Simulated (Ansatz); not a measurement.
Relaxation of CH2FSi2 (6 atoms, charge 1, multiplicity 1), to a largest force component of 0.02 eV/Å in at most 50 steps.

Level of theory: RKS revPBE-D4/def2-SVPD (Ansatz 0.2.0).

```xyz
6
Properties=species:S:1:pos:R:3
F -0.968 -2.241 0.793
Si -0.489 -0.748 1.015
C 0.378 -0.045 -0.375
Si 0.824 1.258 -1.395
H -0.987 -0.458 2.339
H 1.032 -0.489 -1.125
```

Problem. Where does it end, and by what steps?

Solution. It converged. After 7 steps the energy has fallen by 0.859 eV; Si4 moved furthest, 0.64 Å.

```json
{"step": "0", "energy less start (eV)": "0.0000", "largest force component (eV/Å)": "2.446", "accepted": "yes"}
{"step": "1", "energy less start (eV)": "-0.4872", "largest force component (eV/Å)": "1.093", "accepted": "yes"}
{"step": "2", "energy less start (eV)": "-0.6890", "largest force component (eV/Å)": "1.185", "accepted": "yes"}
{"step": "3", "energy less start (eV)": "-0.8041", "largest force component (eV/Å)": "0.611", "accepted": "yes"}
{"step": "4", "energy less start (eV)": "-0.8478", "largest force component (eV/Å)": "0.389", "accepted": "yes"}
{"step": "5", "energy less start (eV)": "-0.8579", "largest force component (eV/Å)": "0.135", "accepted": "yes"}
{"step": "6", "energy less start (eV)": "-0.8592", "largest force component (eV/Å)": "0.021", "accepted": "yes"}
{"step": "7", "energy less start (eV)": "-0.8593", "largest force component (eV/Å)": "0.009", "accepted": "yes"}
```

```xyz
6
Properties=species:S:1:pos:R:3
F -0.749 -2.400 0.954
Si -0.454 -0.814 0.867
C 0.406 -0.124 -0.499
Si 0.858 1.563 -0.838
H -0.987 -0.087 2.044
H 0.717 -0.862 -1.274
```

Whether the end is a true minimum wasn't checked by a vibrational analysis.

Run time: 18 s on 2 threads of Intel(R) Xeon(R) Platinum 8259CL CPU @ 2.50GHz (Skylake/Cascade Lake), with other jobs on the host, peak memory 0.15 GiB.
